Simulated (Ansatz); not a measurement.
Program: Ansatz. Geometries: PBE0-D4/def2-TZVP. ΔE: electronic, gas phase. CCSD(T)/CBS is the MP2 limit (def2-TZVPP, def2-QZVPP) plus CCSD(T) − MP2 in def2-TZVPP, frozen cores. This one scheme is used for every species, atoms too. For atomizations the MP2-based limit and the directly extrapolated one differ by several kJ/mol either way, and by 10 to 25 for some Ge, Se and Sn compounds, so smaller differences from it don't rank the levels. DFT in def2-TZVPP. B3LYP here is the variant with VWN-RPA as its local correlation; programs differ in this. No spin–orbit coupling; open shells (•) take unrestricted orbitals. Spin–orbit coupling would lower the free atoms: a little for Cl, F, Si; strongly for Sn. def2 core potentials past Kr. For Sn outer-core shells are correlated without core-valence functions, so the limit isn't a true one: a few kJ/mol of doubt a bond, and 10 to 20 or more in all where bonds break to atoms. Each species was taken in one conformer, which may not be the lowest.

Consider the atomization: `F[Si](F)(F)[Sn]([Cl])([Cl])[Si](F)(F)F` → 2 Cl• + 6 F• + 2 Si• + Sn•.

`F[Si](F)(F)[Sn]([Cl])([Cl])[Si](F)(F)F`:

Z-matrix (Å, degrees):
```
Si
F 1 1.575
F 1 1.572 2 108.6
F 1 1.575 2 108.2 3 -117.7
Sn 1 2.566 2 110.2 3 121.8
Si 5 2.566 1 121.8 2 60.0
Cl 5 2.320 1 106.8 2 -62.9
Cl 5 2.320 1 106.8 2 -177.2
F 6 1.575 5 110.2 1 60.2
F 6 1.572 5 111.0 1 -179.4
F 6 1.575 5 110.2 1 -59.0
```

(1) What is ΔE at CCSD(T)/CBS? (Estimate.)

(2) What do these levels give: r2SCAN-D4, B3LYP-D4, r2SCANh-D4, ωB97M-V, B2PLYP, revPBE, r2SCAN, PBE0, HF/def2-SVP, MP2/def2-SVP, SCS-MP2/def2-QZVPP, HF/CBS(def2)? (Estimate.)

Largest T1 diagnostic among the species: 0.013.

Results:

(1) Computed: +1091.6 kcal/mol.

(2) Ansatz gave: r2SCAN-D4 1085.6, B3LYP-D4 1061.9, r2SCANh-D4 1071.8, ωB97M-V 1079.8, B2PLYP 1060.0, revPBE 1032.5, r2SCAN 1082.7, PBE0 1056.3, HF/def2-SVP 743.1, MP2/def2-SVP 1020.6, SCS-MP2/def2-QZVPP 1099.0, HF/CBS(def2) 794.6 kcal/mol.

From BLYP to BHLYP (50 % exact exchange), in def2-TZVPP and without D4, ΔE moves by −40.9 kcal/mol: exact exchange takes away binding that semilocal exchange gives to molecules. The D4 term adds +18.0 kcal/mol with B3LYP and +9.8 kcal/mol with PBE0; it sums over pairs of atoms, weighted by their polarisabilities, and B3LYP, whose exchange is more repulsive, gets the larger term. Leaving LDA and LC-ωPBE aside and taking each functional with its dispersion term where it has one, the values, not all of them listed here, spread over 75.2 kcal/mol, from BHLYP-D4 to PBE-D4. LDA lies +168.5 kcal/mol from PBE without D4, its usual overbinding.
